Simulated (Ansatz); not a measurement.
`F/C=C(/F)C=C(F)F` + CH₃OH → `CO/C(F)=C/F` + `C=C(F)F`  (substitution at a C–C bond)

Calculated with Ansatz (gas phase, PBE0-D4/def2-TZVP geometries, no zero-point term in ΔE). CBS: MP2 limit from def2 TZ/QZ plus the TZ coupled-cluster correction, frozen cores. This one scheme is used for every species. Double bonds are as drawn, so ΔE can hold a change between cis and trans. One conformer a species, not always the lowest.

`F/C=C(/F)C=C(F)F`:

```xyz
10

F     0.255    1.538    1.977
C     0.088    1.751    0.669
C    -0.021    0.729   -0.176
F    -0.186    1.021   -1.472
C     0.023   -0.662    0.190
C    -0.084   -1.693   -0.637
F    -0.035   -2.940   -0.234
F    -0.247   -1.643   -1.931
H     0.052    2.791    0.376
H     0.155   -0.892    1.238
```

CH₃OH:

Z-matrix (Å, degrees):
```
C
O 1 1.409
H 1 1.097 2 112.4
H 1 1.090 2 107.0 3 -118.5
H 1 1.097 2 112.4 3 123.0
H 2 0.959 1 108.5 3 -61.6
```

`CO/C(F)=C/F`:

Cartesian coordinates in Å:
```
C -0.303 -1.573 -0.141
O -0.748 -0.320 0.381
C 0.181 0.628 0.427
F 1.235 0.346 1.193
C 0.065 1.794 -0.191
F 0.967 2.763 -0.024
H -1.172 -2.227 -0.138
H 0.481 -2.000 0.486
H 0.065 -1.446 -1.163
H -0.771 2.035 -0.830
```

`C=C(F)F`:

```xyz
6

C    -0.480    0.087    0.545
C     0.383   -0.069   -0.434
F     0.952   -1.205   -0.767
F     0.807    0.886   -1.229
H    -0.894    1.064    0.741
H    -0.768   -0.762    1.144
```

```
           species  HF/CBS(def2) energy (Eh)
`F/C=C(/F)C=C(F)F`                -550.58213
             CH₃OH                -115.10180
     `CO/C(F)=C/F`                -389.80154
         `C=C(F)F`                -275.87823
```

Task: Work out ΔE.

Result: ΔE = (-389.80154) + (-275.87823) − (-550.58213) − (-115.10180) = 0.00416 Eh = +10.9 kJ/mol. CCSD(T)/CBS gives +24.1 kJ/mol.

Largest T1 diagnostic among the species: 0.013.

In def2-TZVPP, CCSD(T) changes the Hartree–Fock value by +11.5 kJ/mol (the triples alone add +1.8 kJ/mol) and MP2 by +16.5 kJ/mol.
